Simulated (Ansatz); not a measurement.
Wavefunction ladder for `F[SiH2]S[SiH3]`

Z-matrix (Å, degrees):
```
Si
S 1 2.123
F 1 1.594 2 106.6
H 1 1.481 2 111.3 3 117.9
H 1 1.481 2 111.3 3 -117.9
Si 2 2.141 1 97.4 3 -179.2
H 6 1.485 2 110.9 1 -60.8
H 6 1.481 2 105.5 1 179.7
H 6 1.485 2 110.9 1 60.3
```

Total charge 0; spin multiplicity 1. The geometry is a stationary point of PBE0-D4/def2-TZVP. It is one conformer, not always the lowest. Frozen core, restricted reference, Ansatz. CBS rows extrapolate triple and quadruple zeta; past MP2 they add the triple-zeta difference.

```csv
basis,HF (Eh),MP2 corr.
def2-TZVPP,-1077.94464,-0.67525
def2-QZVPP,-1077.97926,-0.73523
```

(1) Estimate the CCSD correlation energy and the (T) correction in each basis where they were run (hartree).

Results:

(1) 
| basis | CCSD corr. | (T) |
| --- | --- | --- |
| def2-TZVPP | -0.72512 | -0.02589 |
| CBS(def2) | -0.82952 | as TZ |
